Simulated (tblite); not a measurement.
Compound: C₅H₉NOSi₂.
Bonds: O1–C2 (double), C2–N3, N3–Si4, Si4–C5, C5–C6 (double), C6–Si7, Si7–C8, C8–C9 (double), C5–C9. Hydrogens: H10 on C2; H11 on N3; H12, H13 on Si4; H14 on C6; H15, H16 on Si7; H17 on C8; H18 on C9.

Structure optimised with GFN2-xTB, isolated species.

List the bond lengths, angles and torsions at this level.

| bond | length (Å) | order |
| --- | --- | --- |
| O1=C2 | 1.206 | double |
| C2–N3 | 1.340 | single |
| N3–Si4 | 1.765 | single |
| Si4–C5 | 1.887 | single |
| C5=C6 | 1.347 | double |
| C6–Si7 | 1.887 | single |
| Si7–C8 | 1.884 | single |
| C8=C9 | 1.337 | double |
| C5–C9 | 1.465 | single |
| C2–H10 | 1.106 | single |
| N3–H11 | 1.007 | single |
| Si4–H12, Si4–H13 | 1.461 | single |
| C6–H14 | 1.078 | single |
| Si7–H15, Si7–H16 | 1.463 | single |
| C8–H17 | 1.077 | single |
| C9–H18 | 1.081 | single |

Bonds in one row agree within 0.01 Å and their mean is given. Orders are formal, as drawn. A selection of angles:
| angle | degrees |
| --- | --- |
| O1–C2–N3 | 122.2 |
| C2–N3–Si4 | 115.9 |
| N3–Si4–C5 | 103.0 |
| Si4–C5–C6 | 124.4 |
| Si4–C5–C9 | 121.4 |
| C6–C5–C9 | 114.3 |
| C5–C6–Si7 | 110.6 |
| C6–Si7–C8 | 88.4 |
| Si7–C8–C9 | 109.5 |
| C5–C9–C8 | 117.2 |
| H11–N3–C2 | 119.2 |
| H11–N3–Si4 | 124.9 |

Dihedral angles: O1–C2–N3–Si4 0° (synperiplanar); C2–N3–Si4–C5 180° (antiperiplanar); N3–Si4–C5–C6 -74° (synclinal); Si4–C5–C6–Si7 180° (antiperiplanar); C5–C6–Si7–C8 0° (synperiplanar); C6–Si7–C8–C9 0° (synperiplanar); Si7–C8–C9–C5 -1° (synperiplanar); Si4–C5–C9–C8 180° (antiperiplanar). The mirror-image conformer, all signs reversed, is as good.

The C–C distances run from 1.337 Å (C8=C9, drawn double) to 1.465 Å (C5–C9, drawn single), a spread of 0.128 Å. All 3 C–Si bonds measure 1.884 to 1.887 Å. Si7 (SiH2 silicon) has angles from 88.4° to 113.7°. Si4 (SiH2 silicon) is distorted tetrahedral (angles from 103.0° to 114.0°). N3 (amide nitrogen) is planar (angles 124.9°, 119.2° and 115.9°, sum 360.0°, 0.00 Å off the plane of its three neighbours). The 5-membered ring C5–C6–Si7–C8–C9 has internal angles of 88.4° to 117.2°; it is planar, 0.00 Å rms from its mean plane, widest ring torsion 1°.

Point group: C1 (no symmetry element, even within 0.4 Å). GFN2-xTB frequencies show an imaginary mode (32i cm⁻¹), so the point is no minimum at that level. 3 starts were optimised and ended at 0.00, 0.16 and 0.28 kcal/mol (GFN2-xTB); the lowest of these is shown.

The numbers are calculated, not measured.
